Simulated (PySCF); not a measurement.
Computed shifts of a molecule C₄H₈Se, PBE/pcSseg-1 (PySCF), GIAO, gas phase, equivalent atoms averaged, in ppm (number of nuclei): ¹³C: 149.3 (1), 125.8 (1), 53.0 (1), 35.0 (1). ¹H: 6.39 (1), 5.78 (1), 5.70 (1), 3.16 (1), 3.11 (1), 2.45 (1), 2.37 (1), 2.28 (1). References: ¹³C against TMS (σ = 182.0 ppm); ⁷⁷Se against Me2Se (σ = 1634.8 ppm); ¹H against TMS (σ = 31.49 ppm), references at their B3LYP-D3(BJ)/def2-TZVP geometries, non-relativistic. The structure is a stationary point at PBE-D3(BJ)/def2-SVP. The values are those of a single conformer.

Task: Which structure fits?
A) C=CCC[SeH]
B) C=C(C)[Se]C
C) CC1C[Se]C1
D) [SeH]CC1CC1

Result: A, C=CCC[SeH]
